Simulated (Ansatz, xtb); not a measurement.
Isomers of C6H7F2O+ in order of energy

3 gas-phase structures of C6H7F2O+, from a drawn sample of its isomers (lower ones may exist). Each was relaxed with GFN2-xTB; where two conformers were screened, the lower at r2SCAN-D4/def2-SVP is listed:

A. `FC(F)O[C+]1C=CCC1`, a singlet
B. `[O+]#CC[C@@]1(F)CC[C@H]1F`, a singlet
C. `FC(F)O[C@@H]1C=C[CH+]C1`, a singlet

Estimate their order in r2SCAN-D4/def2-SVP energy at these geometries, lowest first.

Calculated order at r2SCAN-D4/def2-SVP: A (0.000), C (1.107), B (1.432) eV.

Energies above the lowest of each column, in eV; the last columns are at B3LYP/def2-SVP geometries:

| structure | GFN2-xTB | HF/STO-3G | r2SCAN-D4/def2-SVP | B3LYP/def2-SVP | CCSD(T)/def2-SVP + ΔMP2/def2-TZVPP |
| --- | --- | --- | --- | --- | --- |
| A | 0.000 | 0.000 | 0.000 | 0.000 | 0.000 |
| C | 1.071 | 1.506 | 1.107 | 1.080 | 1.033 |
| B | 1.185 | 1.421 | 1.432 | 1.391 | 1.043 |

Every level run on A puts it lowest or level with the lowest. Flexible structures stand in one conformer each, not always the lowest. ΔMP2 is the change of the MP2 energy from the smaller to the larger basis.

Programs: Ansatz 0.2.0, xtb 6.7.1.
